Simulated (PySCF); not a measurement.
Species: C6H4F3O (doublet state).
Cartesian coordinates in Å at the GFN2-xTB level; atoms count from 1:
```
atom  x, y, z in Å
C1     3.870    0.166   -0.305
C2     2.543    0.276   -0.221
C3     1.315    0.370   -0.140
C4    -0.053    0.523   -0.070
C5    -0.856   -0.467    0.373
O6    -2.245   -0.436    0.491
C7    -2.912    0.649    0.150
F8    -4.208    0.441    0.350
F9    -2.580    1.744    0.857
F10   -2.769    1.001   -1.140
H11    4.471    0.985   -0.660
H12    4.369   -0.743   -0.019
H13   -0.449    1.479   -0.388
H14   -0.497   -1.429    0.697
```

The hyperfine couplings belong to this conformer and change with its torsions.

As a line formula: `C=C=C=C[CH]OC(F)(F)F` [radical].

Method: UKS B3LYP, pcH-1 on C F H O, non-relativistic, mean-field spin-orbit, GIAO (PySCF). Geometry: GFN2-xTB, one conformer, isolated molecule. Couplings are sensitive to structure, and on GFN2-xTB geometries they can be far from those on DFT ones. No stability test was run, so a lower SCF solution isn't excluded. ⟨S²⟩ is 0.788 where a pure state has 0.75.

Principal values of hyperfine tensors in MHz (contact and dipolar terms together), for some of the nuclei:

```json
{"atom": "C2", "isotope": "13C", "A1": "-79.04", "A2": "-57.15", "A3": "-35.19"}
{"atom": "C1", "isotope": "13C", "A1": "2.76", "A2": "3.86", "A3": "146.85"}
{"atom": "C3", "isotope": "13C", "A1": "3.24", "A2": "15.29", "A3": "115.15"}
{"atom": "H11", "isotope": "1H", "A1": "-65.69", "A2": "-43.85", "A3": "-20.35"}
{"atom": "C5", "isotope": "13C", "A1": "9.14", "A2": "9.62", "A3": "109.35"}
{"atom": "C4", "isotope": "13C", "A1": "-61.56", "A2": "-27.09", "A3": "-23.55"}
{"atom": "H14", "isotope": "1H", "A1": "-40.34", "A2": "-29.52", "A3": "-12.94"}
{"atom": "H13", "isotope": "1H", "A1": "10.70", "A2": "12.11", "A3": "20.01"}
```

Q: Split each tensor into its isotropic and traceless parts, and turn a_iso into mT with g = 2.0029.

A: a_iso = (A1 + A2 + A3)/3, Ti = Ai − a_iso; 1 mT corresponds to 28.033 MHz.

```csv
atom,a_iso (MHz),a_iso (mT),T1,T2,T3
C2,-57.13,-2.038,-21.92,-0.02,21.94
C1,51.16,1.825,-48.39,-47.30,95.70
C3,44.56,1.590,-41.32,-29.27,70.59
H11,-43.30,-1.545,-22.39,-0.56,22.94
C5,42.71,1.523,-33.56,-33.09,66.65
C4,-37.40,-1.334,-24.16,10.31,13.85
H14,-27.60,-0.985,-12.74,-1.92,14.66
H13,14.27,0.509,-3.58,-2.16,5.74
```

Q: What spin density at the nucleus of H13 lies behind its contact coupling (g_N = 5.58569)?

A: a_FC = (2μ0/3) gₑ μB g_N μN ρ(0)/(2S·h) = 800.24 MHz × g_N × ρ(0)/(2S), with ρ in bohr⁻³. With a_FC = 14.27 MHz and 2S = 1, ρ(0) = 0.003193 bohr⁻³. In magnitude that is 1.0 % of the 1/π = 0.318 of a free hydrogen atom.

Q: H12 (1H, g_N = 5.58569) isn't in the table. Its spin density at the nucleus is -0.009702 bohr⁻³. What is its contact coupling?

A: By the same relation, a_FC = -43.4 MHz. Its full tensor has the principal values -65.54, -43.95, -20.60 MHz.

Q: Which nucleus of the table has the largest anisotropic coupling, and what is its form?

A: C1: -48.4, -47.3, 95.7 MHz, axial, in the ratio −1:−1:+2, the form that spin in one p orbital centred on that nucleus gives.

Q: What first-order splitting does C1 cause when the field lies along A1, A2 or A3 of its tensor (g taken as isotropic, no quadrupole term)?

A: 2 lines (I = 1/2), spaced by |A_i|/(g × 13.996): 0.10, 0.14, 5.24 mT along the axes of A1, A2 and A3.

The run took 2.7 min of wall time (with the writing of density and orbital grids) on one thread of an Arm Neoverse N1, shared host, and the process peaked at 0.97 GiB of memory.

The SMILES draws the unpaired electron on C5; the largest computed Mulliken spin population is on C1 (0.63 against 0.38).
